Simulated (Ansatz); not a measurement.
The cluster Cs₅⁻, 5 atoms. Hardware: 4 threads of Arm Neoverse V1 on a shared host.

In the def2 sets Cs takes a core potential; there is no spin–orbit coupling. Correlated methods freeze no core orbitals; core or outer-core shells of Cs are correlated, in sets that lack core-valence functions.

(1) How many basis functions does each of these Ansatz runs have, and roughly what does it cost? PBE0/def2-TZVPD, charge -1 quintet, relaxation, 6 steps; PBE0/def2-SVP, charge -1 quintet, energy with a search over starts; RPA@PBE/def2-TZVPD, charge -1 quintet, energy, from earlier orbitals; B97M-V/def2-TZVPD, charge -1 singlet, energy, from earlier orbitals; PBE0/def2-SVP, charge -1 singlet, energy with a search over starts; HSE06/def2-TZVPD, charge -1 triplet, energy, from earlier orbitals; r2SCAN/def2-TZVPD, charge -1 triplet, energy, from earlier orbitals; HF/def2-TZVPD, charge -1 quintet, energy, from earlier orbitals; r2SCAN0/def2-TZVPD, charge -1 singlet, energy, from earlier orbitals; PBE0/def2-TZVPD, charge -1 unrestricted singlet, energy, from earlier orbitals; RPA@PBE/def2-TZVPD, charge -1 triplet, energy, from earlier orbitals; r2SCAN/def2-TZVPD, charge 0 doublet at the geometry of the charge -1 singlet, energy, from earlier orbitals.

Results:

(1) Other jobs shared the machine, so times can vary by a factor of up to 3. A dash marks memory too small to be measured apart from the calling script's.

```
                                                                                                        run  functions  fitting or Cholesky vectors  wall time  peak host memory (GiB)
                                       r2SCAN0/def2-TZVPD, charge -1 singlet, energy, from earlier orbitals        160                         1545      9.5 s                    0.55
                                         PBE0/def2-SVP, charge -1 singlet, energy with a search over starts        120                         1270       14 s                       –
                                       RPA@PBE/def2-TZVPD, charge -1 quintet, energy, from earlier orbitals        160                         1470       14 s                    0.56
                                       RPA@PBE/def2-TZVPD, charge -1 triplet, energy, from earlier orbitals        160                         1470       14 s                    0.56
                                         HSE06/def2-TZVPD, charge -1 triplet, energy, from earlier orbitals        160                         1545       17 s                     0.8
                                            HF/def2-TZVPD, charge -1 quintet, energy, from earlier orbitals        160                         1640       28 s                    0.68
                                        B97M-V/def2-TZVPD, charge -1 singlet, energy, from earlier orbitals        160                         1545       35 s                    0.65
                                                    PBE0/def2-TZVPD, charge -1 quintet, relaxation, 6 steps        160                         1575       42 s                       –
r2SCAN/def2-TZVPD, charge 0 doublet at the geometry of the charge -1 singlet, energy, from earlier orbitals        160                         1545       49 s                     0.9
                                        r2SCAN/def2-TZVPD, charge -1 triplet, energy, from earlier orbitals        160                         1545       60 s                    0.89
                                         PBE0/def2-SVP, charge -1 quintet, energy with a search over starts        120                         1270       87 s                    0.67
                             PBE0/def2-TZVPD, charge -1 unrestricted singlet, energy, from earlier orbitals        160                         1545    2.8 min                    0.97
```
